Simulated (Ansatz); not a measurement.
The same path of Al2FH6NO (11 atoms, charge 0, multiplicity 1) was run 3 times with different band settings. Lost on the way: Al1–H2, N3–Al8, O7–H11. Made: H2–H11.

Level of theory: RKS PBE-D4/def2-SVP in Ansatz.

Relaxed end points:

```xyz
11
Properties=species:S:1:pos:R:3
Al -0.233 0.042 0.180
H -0.389 -1.484 0.596
N 1.591 0.742 0.053
H 2.338 0.046 0.187
H 1.774 1.194 -0.855
F -1.119 0.605 -1.144
O -0.378 1.245 1.596
Al 1.356 2.006 1.562
H 2.211 1.524 2.827
H 1.310 3.524 1.060
H -1.146 1.460 2.149
```

```xyz
11
Properties=species:S:1:pos:R:3
Al 0.344 0.741 -0.029
H -0.959 -0.686 1.215
N 1.562 -0.207 -0.896
H 1.363 -0.789 -1.711
H 2.564 -0.194 -0.701
F -1.237 0.707 -0.608
O 0.761 1.825 1.223
Al 0.999 3.078 2.362
H 1.102 2.673 3.904
H 1.127 4.581 1.837
H -0.310 -0.822 1.616
```

Common settings: climbing image yes; spring 5.0 eV/Å²; optimiser quadratic models (default); start path through a guess of the saddle point; force threshold 0.03 eV/Å; end points relaxed.

| run | movable images | iteration limit |
| --- | --- | --- |
| 1 | 7 | 60 |
| 2 | 1 | 60 |
| 3 | 7 | 10 |

Q: What does each run give, and how far can it be trusted?

A: Run 1: converged after 36 iterations, highest image 1.759 eV above the first end. The profile has 2 maxima (images 3, 6) with wells between them (image 4): this band takes more than one step, which may be the mechanism or a detour left from its start path. A vibrational analysis at the climbing image gives one clearly imaginary mode, 115i cm⁻¹: a first-order saddle point.
Run 2: converged after 36 iterations, highest image 1.760 eV above the first end. Neighbouring images differ by up to 1.8 eV, so the band resolves the path poorly. Another band between the same ends (7 images) ends at a top of the same energy, where a vibrational analysis finds 1 clearly imaginary mode. So few images can step over the top or miss a turn of the path.
Run 3: not converged after 10 iterations, highest image 2.340 eV above the first end. The band didn't meet its force threshold, so its energies are provisional: the largest band force was still 1.17 eV/Å, and over the last iterations the top moved between 2.15 and 2.34 eV.
The orbitals stay closed-shell, which can raise the energy where a bond breaks towards radicals; this wasn't checked here.
